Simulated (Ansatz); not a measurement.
```yaml
crystal:
  periodic: [false, false, false]
  atoms:
    - {symbol: Xx, position_ang: [-0.412841, 0.729486, 0.973194]}
    - {symbol: Zr, position_ang: [0.227178, -0.425253, -0.417623]}
    - {symbol: I, position_ang: [2.102081, -2.025123, 0.590318]}
    - {symbol: I, position_ang: [-1.946597, -1.714119, -1.523000]}
    - {symbol: I, position_ang: [1.320262, 1.172218, -2.320675]}
    - {symbol: H, position_ang: [-1.404804, 1.102939, 1.028994]}
    - {symbol: H, position_ang: [0.122015, 1.080930, 1.765717]}
basis:
  gaussian: {orbitals: def2-SVPD}
hamiltonian: {xc: {name: PBE0}, dispersion: d4}
```

```sh
$ ansatz run in.yaml --threads 4 --pin off --events-out ev --progress --plain --max-ram 11315MiB
```

Shortened log:

```
Error: YAML parse error: error: line 4 column 16: `Xx` is not an element symbol (H … Og, case-exact)
 --> <input>:4:16
2 |   periodic: [false, false, false]
3 |   atoms:
4 |     - {symbol: Xx, position_ang: [-0.412841, 0.729486, 0.973194]}
5 |     - {symbol: Zr, position_ang: [0.227178, -0.425253, -0.417623]}
6 |     - {symbol: I, position_ang: [2.102081, -2.025123, 0.590318]}
```

(1) What is wrong with this run?

Answers

(1) An element symbol is wrong. The program refused the input.
